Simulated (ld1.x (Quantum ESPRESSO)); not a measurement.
Cu (Z = 29): ultrasoft pseudisation with LDA (PZ), scalar-relativistic reference atom.

ld1.x (Quantum ESPRESSO) 7.5 was run on this input:

```
&input
   title='Cu', zed=29., rel=1, dft='PZ', iswitch=3,
   config='[Ar] 3d9 4s2 4p0',
   nld=3, rlderiv=2.70, eminld=-3.0, emaxld=5.0, deld=0.02
 /
 &inputp
   pseudotype=3, tm=.true., lloc=-1, rcloc=1.75,
   nlcc=.false.,
   which_augfun='PSQ', rmatch_augfun_nc=.true.,
   file_pseudopw='Cu.UPF', file_wfcaegen='ae.wfc', file_wfcncgen='nc.wfc', file_beta='beta', file_chi='chi', file_wfcusgen='us.wfc'
 /
6
4S  1  0   2.00   0.00  1.60  2.20  0.0
4S  1  0   0.00   0.30  1.60  2.20  0.0
4P  2  1   0.00   0.00  1.80  2.50  0.0
4P  2  1   0.00   2.50  1.80  2.50  0.0
3D  3  2   9.00   0.00  1.45  1.70  0.0
3D  3  2   0.00   1.40  1.45  1.70  0.0
 &test
   configts(1)='3d9 4s2 4p0'
 /
```

Command:

```bash
ld1.x < Cu.in > Cu.out
```

Output (shortened: banner, matrices, multipoles, cross overlaps and the repeated all-electron block are left out):

```
Program LD1 v.7.5
     --------------------------- All-electron run ----------------------------

     Cu
     scalar relativistic calculation

     atomic number is 29.00
     dft =PZ   lsd =0 sic =0 latt =0  beta=0.20 tr2=1.0E-14
     Exchange-correlation= PZ
                           (   1   1   0   0   0   0   0)
     mesh =1199 r(mesh) = 100.25372 a.u. xmin = -7.00 dx = 0.01250
     1 Ry =  13.60569312 eV, c = 137.03599908

     n l     nl                  e(Ry)          e(Ha)          e(eV)
     1 0     1S 1( 2.00)      -649.6240      -324.8120     -8838.5852
     2 0     2S 1( 2.00)       -78.3634       -39.1817     -1066.1878
     2 1     2P 1( 6.00)       -67.7777       -33.8888      -922.1619
     3 0     3S 1( 2.00)        -8.7766        -4.3883      -119.4121
     3 1     3P 1( 6.00)        -5.6719        -2.8360       -77.1702
     3 2     3D 1( 9.00)        -0.7196        -0.3598        -9.7913
     4 0     4S 1( 2.00)        -0.4445        -0.2222        -6.0475
     4 1     4P 1( 0.00)        -0.0948        -0.0474        -1.2895

     final scf error:  3.1E-15 reached in  19 iterations

     Etot =   -3304.370942 Ry,   -1652.185471 Ha,  -44958.256995 eV

     Ekin =    3352.198775 Ry,    1676.099388 Ha,   45608.987826 eV
     Encl =   -7951.957611 Ry,   -3975.978805 Ha, -108191.894981 eV
     Eh   =    1424.700125 Ry,     712.350062 Ha,   19384.032686 eV
     Exc  =    -129.312231 Ry,     -64.656115 Ha,   -1759.382527 eV

     normalization and overlap integrals

     s(1S/1S) =  1.000000  <r> =   0.0522  <r2> =    0.0037  r(max) =   0.0341
     s(2S/2S) =  1.000000  <r> =   0.2357  <r2> =    0.0655  r(max) =   0.1960
     s(2P/2P) =  1.000000  <r> =   0.2067  <r2> =    0.0524  r(max) =   0.1585
     s(3S/3S) =  1.000000  <r> =   0.7106  <r2> =    0.5840  r(max) =   0.6112
     s(3P/3P) =  1.000000  <r> =   0.7452  <r2> =    0.6570  r(max) =   0.6189
     s(3D/3D) =  1.000000  <r> =   0.9586  <r2> =    1.2501  r(max) =   0.5961
     s(4S/4S) =  1.000000  <r> =   2.7034  <r2> =    8.5631  r(max) =   2.1334
     s(4P/4P) =  1.000000  <r> =   4.1756  <r2> =   21.2800  r(max) =   3.0655

     ------------------------ End of All-electron run ------------------------

     --------------------- Generating US pseudopotential ---------------------

      Generating local potential from pseudized AE potential:
      Matching radius rcloc =   1.7500

      Local pseudo, rcloc= 1.747 Estimated cut-off energy=     8.08 Ry
      Wfc-us  4S rcutus= 2.187  Estimated cut-off energy=     9.33 Ry
      Wfc-us  4S rcutus= 2.187  Estimated cut-off energy=    10.66 Ry
      Wfc-us  4P rcutus= 2.479  Estimated cut-off energy=    11.86 Ry
      Wfc-us  4P rcutus= 2.479  Estimated cut-off energy=    19.81 Ry
      Wfc-us  3D rcutus= 1.704  Estimated cut-off energy=    40.57 Ry
      Wfc-us  3D rcutus= 1.704  Estimated cut-off energy=    74.63 Ry

     Q pseudized with Bessel functions
     Expected ecutrho=     198.4050 due to l1=  2   l2=  2

     ------------------- End of pseudopotential generation -------------------

     Computing logarithmic derivative in   2.68847
     Computing logarithmic derivative in   2.68847
     Computing the partial wave expansion
     R is outside the sphere for l=    0 j= 0.00
     R is outside the sphere for l=    0 j= 0.00
     R is outside the sphere for l=    1 j= 0.00
     R is outside the sphere for l=    1 j= 0.00
     R is outside the sphere for l=    2 j= 0.00
     R is outside the sphere for l=    2 j= 0.00

     ---------------------- Testing the pseudopotential ----------------------

     Cu
     scalar relativistic calculation

     atomic number is 29.00   valence charge is 11.00
     dft =PZ   lsd =0 sic =0 latt =0  beta=0.20 tr2=1.0E-14
     mesh =1199 r(mesh) = 100.25372 xmin = -7.00 dx = 0.01250

     n l     nl             e AE (Ry)        e PS (Ry)    De AE-PS (Ry)
     3 2     3D   1( 9.00)       -0.71965       -0.71965        0.00000
     1 0     4S   1( 2.00)       -0.44448       -0.44448        0.00000
     2 1     4P   1( 0.00)       -0.09477       -0.09477        0.00000

     eps = 1.0E-14  iter =  4

     Etot =   -3304.370942 Ry,   -1652.185471 Ha,  -44958.256995 eV
     Etotps =   -98.566132 Ry,     -49.283066 Ha,   -1341.060538 eV

     Ekin =      22.120483 Ry,      11.060241 Ha,     300.964501 eV
     Encl =    -226.758168 Ry,    -113.379084 Ha,   -3085.202050 eV
     Ehrt =      95.841853 Ry,      47.920926 Ha,    1303.994837 eV
     Ecxc =     -14.793876 Ry,      -7.396938 Ha,    -201.280934 eV
     Epseu=      25.023577 Ry,      12.511788 Ha,     340.463107 eV

     ---------------------- End of pseudopotential test ----------------------
```

Generation and configuration tests took about 2.3 s on one core of a shared server CPU.
